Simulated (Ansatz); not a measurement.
`C[Si](F)(F)Cl` + H₂S → `C[Si](F)(S)Cl` + H–F  (ligand exchange at the Si–F bond)

Isolated molecules relaxed with PBE0-D4/def2-TZVP in Ansatz; ΔE leaves out vibrations. CCSD(T)/CBS adds triple-zeta CCSD(T) − MP2 to the extrapolated MP2 energy (def2 sets, frozen cores). This one scheme is used for every species. DFT in def2-TZVPP. B3LYP here is the variant with VWN-RPA as its local correlation; programs differ in this. Each species was taken in one conformer, which may not be the lowest.

```csv
level,ΔE (kcal/mol)
ωB97M-V,22.6
B3LYP,24.9
r2SCANh,22.9
r2SCAN0,22.8
HF/def2-SVP,25.8
CCSD/def2-TZVPP,23.8
MP2/CBS(def2),19.9
CCSD/CBS(def2),22.6
```

(1) What does CCSD(T)/CBS give? (Estimate.)

Largest T1 diagnostic among the species: 0.011.

## Answers

(1) Ansatz gave: +21.6 kcal/mol. The listed levels differ from it by 1.0, 3.3, 1.3, 1.2, 4.2, 2.2, -1.7, 1.0 kcal/mol.

From BLYP to BHLYP (50 % exact exchange), in def2-TZVPP and without D4, ΔE moves by +1.4 kcal/mol. At CCSD(T), def2-SVP lies +1.4 kcal/mol from the extrapolated value and def2-TZVPP +1.1 kcal/mol. Leaving LDA and LC-ωPBE aside and taking each functional with its dispersion term where it has one, the values, not all of them listed here, spread over 6.6 kcal/mol, from revPBE-D4 to CAM-B3LYP-D4.
